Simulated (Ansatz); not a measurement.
Consider the redistribution: `[F][In]([SH])[Br]` + `[SiH3][O][AlH][Br]` → `[F][In]([SH])[O][SiH3]` + `[Br][AlH][Br]`.

Computed with Ansatz on PBE0-D4/def2-TZVP structures; ΔE is electronic, products minus reactants. CBS: MP2 limit from def2 TZ/QZ plus the TZ coupled-cluster correction, frozen cores. Functionals use def2-TZVPP. Elements past krypton have def2 core potentials. For Br, In outer-core shells are correlated without core-valence functions, which leaves a few kJ/mol of doubt a bond. Scalar relativity is left out up to krypton. One conformer a species, not always the lowest.

**Question.** Is it downhill or uphill in electronic energy at CCSD(T)/CBS, and by how much? (Estimate.)

**Answer.** Computed: Uphill: ΔE = +87.0 kJ/mol.

**Question.** What do these levels give: LDA (SPW92), revPBE-D4, B97M-V, CAM-B3LYP-D4, ωB97X-V, BLYP, r2SCAN, r2SCANh, BHLYP, RPA@PBE/def2-TZVPP, CCSD(T)/def2-TZVPP, MP2/CBS(def2)? (An estimate is asked.)

**Answer.** Ansatz gave: LDA (SPW92) 91.0, revPBE-D4 86.1, B97M-V 94.1, CAM-B3LYP-D4 97.8, ωB97X-V 90.9, BLYP 94.0, r2SCAN 92.6, r2SCANh 94.2, BHLYP 102.6, RPA@PBE/def2-TZVPP 86.5, CCSD(T)/def2-TZVPP 89.4, MP2/CBS(def2) 86.6 kJ/mol.

**Question.** What do rigid-rotor, harmonic-oscillator terms from PBE0-D4/def2-TZVP frequencies (298.15 K, 1 bar) make of the CCSD(T)/CBS value? (Estimate.)

**Answer.** Computed: ΔZPE = -1.3 kJ/mol, ΔH = +85.6 kJ/mol, ΔS = -14 J/(mol·K), ΔG = +89.9 kJ/mol. Modes under 50 cm⁻¹ make the entropy rough.

Largest T1 diagnostic among the species: 0.015.

Leaving LDA and LC-ωPBE aside and taking each functional with its dispersion term where it has one, the values, not all of them listed here, spread over 16.4 kJ/mol, from revPBE-D4 to BHLYP-D4. LDA lies +3.8 kJ/mol from PBE without D4. From r2SCAN to r2SCAN0 (25 % exact exchange), in def2-TZVPP and without D4, ΔE moves by +3.9 kJ/mol. In def2-TZVPP, CCSD(T) changes the Hartree–Fock value by −16.6 kJ/mol (the triples alone add −3.0 kJ/mol) and MP2 by −17.0 kJ/mol.
